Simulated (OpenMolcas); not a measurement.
Ir⁴⁺: from CASSCF to CASPT2

| Item | Value |
| --- | --- |
| Program | OpenMolcas 26.06 |
| Basis | ANO-RCC-VDZP [7s6p4d2f] |
| Scalar Hamiltonian | DKH2, point nucleus |
| Active space | 5 electrons in 5 orbitals (5d) |
| State averaging | 2S+1 = 6 even, 1 root; 2S+1 = 4 even, 24 roots; 2S+1 = 2 even, 75 roots |
| Spin-orbit coupling | RASSI with atomic mean-field integrals over the reference wave functions, term energies averaged over their components |

Methods on the same reference wave functions:
A. CASSCF
B. SS-CASPT2, IPEA 0.25 Eh, imaginary shift 0.1 Eh (closed shells correlated: 5s 5p)
C. MS-CASPT2, IPEA 0.25 Eh, imaginary shift 0.1 Eh (closed shells correlated: 5s 5p)

Energies in cm-1 above 5d5 6S 5/2.

| Level | A | B | C |
| --- | --- | --- | --- |
| 5d5 6S 5/2 | 0.0 | 0.0 | 0.0 |
| 5d5 4G 7/2 [63 %] | 27106 | 25160 | 25160 |
| 5d5 4G 11/2 | 28168 | 26670 | 26670 |
| 5d5 4G 9/2 | 29354 | 27790 | 27790 |
| 5d5 4P 1/2 [65 %] | 32054 | 29050 | 29050 |
| 5d5 4D 7/2 [65 %] | 35715 | 33180 | 33180 |
| 5d5 2I 11/2 [72 %] | 40390 | 38990 | 38990 |
| 5d5 4D 1/2 [70 %] | 40528 | 37640 | 37640 |
| 5d5 2I 13/2 | 44120 | 42920 | 42920 |
| 5d5 2H 9/2 [53 %] | 51995 | 49100 | 49100 |
| 5d5 2F 5/2(2) [51 %] | 56976 | 53010 | 53010 |
| 5d5 2F 7/2(1) [57 %] | 57557 | 54180 | 54180 |
| 5d5 2H 11/2 [70 %] | 60902 | 58700 | 58700 |
| 5d5 2S 1/2 | 62972 | 57950 | 57950 |
| 5d5 2D 3/2(2) | 69832 | 64750 | 64750 |
| 5d5 2D 5/2(2) [56 %] | 74997 | 70180 | 70180 |
| 5d5 2G 9/2(2) | 77189 | 72630 | 72630 |
| 5d5 2G 7/2(2) | 79608 | 75090 | 75090 |
| 5d5 2P 3/2 | 89215 | 82270 | 82270 |
| 5d5 2P 1/2 | 93902 | 87140 | 87140 |
| 5d5 2D 5/2(3) | 100843 | 93620 | 93620 |
| 5d5 2D 3/2(3) | 103804 | 96590 | 96590 |

Between B and C no level of the table moves by more than 5 cm-1.

From A to B the spin-free energies of the other terms of 5d5 shown, above 6S, scale by factors of 0.90 to 0.96, as is usual when dynamic correlation screens the repulsion within a d or f shell.

The lowest spin-free term lies below A's lowest term by 0.171 hartree in B, 0.171 hartree in C.

Term energies are means over components that CASPT2 splits; among the terms shown or strongly mixed into the levels shown the widest spread is 570 cm-1 (5d5 4F, C). The basis is small and was not contracted for so high a charge. Without dynamic correlation excited terms often stand tens of per cent too high (terms of higher spin than the ground term too low), and those without a measured partner can miss by more than the paired ones (holds for A). The CASPT2 spread within a term exceeds the gap to the next term for 5d5 2F(1) and 5d5 4F, 5d5 2H and 5d5 2G(1), so the order of their levels is uncertain, and so are names and mixing where such terms share a J (holds for B; C). Blocks of more than 70 roots (2S+1 = 2 even) ran without multistate coupling (holds for C). Levels of configurations outside the active space are missing. Levels that lie high or do not pair safely by name in every column are left out.

A share in square brackets marks a mixed level and gives the weight of the term that names it, the lowest over the columns. A number in round brackets counts repeated terms of one configuration in the order of the reference energies.
